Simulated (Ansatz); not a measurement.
Consider the cleavage of the Si–Si bond: `CC[SiH2][SiH2]F` + `[OH][GeH3]` → `F[SiH2][O][GeH3]` + `CC[SiH3]`.

Program: Ansatz. Geometries: PBE0-D4/def2-TZVP. ΔE: electronic, gas phase. CBS: MP2 limit from def2 TZ/QZ plus the TZ coupled-cluster correction, frozen cores. DFT in def2-TZVPP. B3LYP here is the variant with VWN-RPA as its local correlation; programs differ in this. For Ge outer-core shells are correlated without core-valence functions, which leaves a few kJ/mol of doubt a bond. Scalar relativity is left out up to krypton. One conformer a species, not always the lowest.

| level | ΔE (kJ/mol) | difference from CCSD(T)/CBS |
| --- | --- | --- |
| PBE-D4 | -112.5 | 28.2 |
| PBE0-D4 | -122.2 | 18.5 |
| ωB97X-V | -136.9 | 3.8 |
| ωB97M-V | -143.0 | -2.3 |
| B2PLYP | -144.5 | -3.8 |
| PBE | -112.9 | 27.8 |
| r2SCAN | -134.3 | 6.4 |
| PBE0 | -122.8 | 17.9 |
| B3LYP | -138.6 | 2.1 |
| MP2/def2-TZVPP | -149.2 | -8.5 |
| CCSD/def2-TZVPP | -145.8 | -5.1 |
| CCSD(T)/def2-TZVPP | -142.5 | -1.8 |
| HF/def2-QZVPP | -168.5 | -27.8 |
| MP2/def2-QZVPP | -149.0 | -8.3 |
| SCS-MP2/def2-QZVPP | -151.9 | -11.2 |
| CCSD/CBS(def2) | -144.0 | -3.3 |
| CCSD(T)/CBS | -140.7 | 0 |

Largest T1 diagnostic among the species: 0.012.

From PBE to PBE0 (25 % exact exchange), in def2-TZVPP and without D4, ΔE moves by −9.9 kJ/mol. In def2-TZVPP, CCSD(T) changes the Hartree–Fock value by +23.8 kJ/mol (the triples alone add +3.2 kJ/mol) and MP2 by +17.0 kJ/mol.
